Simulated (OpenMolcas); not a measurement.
## Computed transition rates of Ru⁺

- Program: OpenMolcas
- Method: MS-CASPT2, IPEA 0.25 Eh, imaginary shift 0.1 Eh (closed shells correlated: 4s 4p)
- Basis: ANO-RCC-VQZP [8s7p5d3f2g1h]
- Scalar Hamiltonian: DKH2, point nucleus
- Active space: 7 electrons in 5 orbitals (4d)
- State averaging: 2S+1 = 4 even, 10 roots; 2S+1 = 2 even, 40 roots
- Spin-orbit coupling: state interaction with AMFI integrals over the reference wave functions, term energies averaged over their components

Rates come from the transition moments of the reference wave functions (E1 and E2 in the length form). At fixed line strength A goes as λ^-3 for E1 and M1 and as λ^-5 for E2, so a rate at the computed wavelength can be rescaled to the measured one. Measured vacuum wavelengths follow from level energies in NIST Handbook of Basic Atomic Spectroscopic Data. Branching counts decays inside the model space alone, at computed energies, and the table is only a selection of the E2 and M1 lines, drawn from those between levels with measured partners whose computed energy lies within a factor of 1.5 of the measured one.

| Upper | Lower | Type | λ computed (nm) | λ measured (nm) | A computed (s-1) | A rescaled (s-1) | Branching % |
| --- | --- | --- | --- | --- | --- | --- | --- |
| 4d7 4F 3/2 | 4d7 4F 5/2 | M1 | 15390 | 16390 | 1.75e-02 | 1.45e-02 | 100.0 |
| 4d7 4F 5/2 | 4d7 4F 7/2 | M1 | 9836 | 10300 | 6.00e-02 | 5.23e-02 | 100.0 |
| 4d7 4P 1/2 | 4d7 4P 3/2 | M1 | 9594 | 11160 | 4.48e-02 | 2.85e-02 | 76.6 |
| 4d7 4F 7/2 | 4d7 4F 9/2 | M1 | 6384 | 6566 | 1.29e-01 | 1.19e-01 | 100.0 |
| 4d7 4P 5/2 | 4d7 4F 3/2 | M1 | 1561 | 1941 | 3.15e-03 |  | 4.9 |
| 4d7 4P 3/2 | 4d7 4F 3/2 | M1 | 1555 | 1861 | 7.81e-03 |  | 21.5 |
| 4d7 4P 5/2 | 4d7 4F 5/2 | M1 | 1417 | 1735 | 6.92e-03 |  | 10.8 |
| 4d7 4P 3/2 | 4d7 4F 5/2 | M1 | 1412 | 1671 | 1.75e-02 |  | 48.1 |
| 4d7 4P 3/2 | 4d7 4F 5/2 | E2 | 1412 | 1671 | 3.01e-03 | 1.30e-03 | 8.3 |
| 4d7 4P 1/2 | 4d7 4F 3/2 | E2 | 1338 | 1595 | 6.90e-03 | 2.87e-03 | 11.8 |
| 4d7 4P 5/2 | 4d7 4F 7/2 | M1 | 1239 | 1485 | 1.96e-02 |  | 30.5 |
| 4d7 4P 5/2 | 4d7 4F 7/2 | E2 | 1239 | 1485 | 4.01e-03 | 1.62e-03 | 6.3 |
| 4d7 4P 3/2 | 4d7 4F 7/2 | E2 | 1235 | 1438 | 7.43e-03 | 3.47e-03 | 20.4 |
| 4d7 4P 1/2 | 4d7 4F 5/2 | E2 | 1231 | 1453 | 6.18e-03 | 2.70e-03 | 10.6 |
| 4d7 4P 5/2 | 4d7 4F 9/2 | E2 | 1038 | 1211 | 2.99e-02 | 1.38e-02 | 46.7 |

Spin-changing lines and M1 lines between different terms are not rescaled, since their strength hangs on the term gaps too.

The largest correction is for 4d7 4P 5/2 → 4d7 4F 7/2 (E2): 4.01e-03 × (1239 / 1485)^5 = 1.62e-03 s-1, a factor of 0.40.

The computed rate and branching of 4d7 4F 7/2 → 4d7 4F 9/2 give the upper level a radiative lifetime of 1.000 / 1.29e-01 s-1 = 7.75e+00 s, counting decays inside the model space alone. The rescaled rate gives about 8.4e+00 s.

These are rates of the free ion; in crystals, glasses and complexes forced electric-dipole and non-radiative decay shorten such lifetimes by orders of magnitude. No measured rate stands beside these. Rescaling mends the energy factor alone: line strengths can still be far off where a level mixes with configurations outside the active space, and weak or spin-changing lines hang on small mixing coefficients that depend on the term gaps too, so rescaling need not improve them.

CASPT2 breaks the degeneracy within a term, and the mean is taken; among the terms shown or strongly mixed into the levels shown the widest spread is 970 cm-1 (4d7 4F). Configurations with an s electron lie low at this charge and mix in, so terms can be misplaced. Some terms miss by over 15 % even with CASPT2, which points to a basis or an active space too small for the shells correlated. Computed and measured levels are paired by configuration, term and J; levels that our copy of the source lacks, or whose pairing is in doubt (as where it misses far off the trend of its configuration), stay unpaired. Levels of configurations outside the active space are missing.
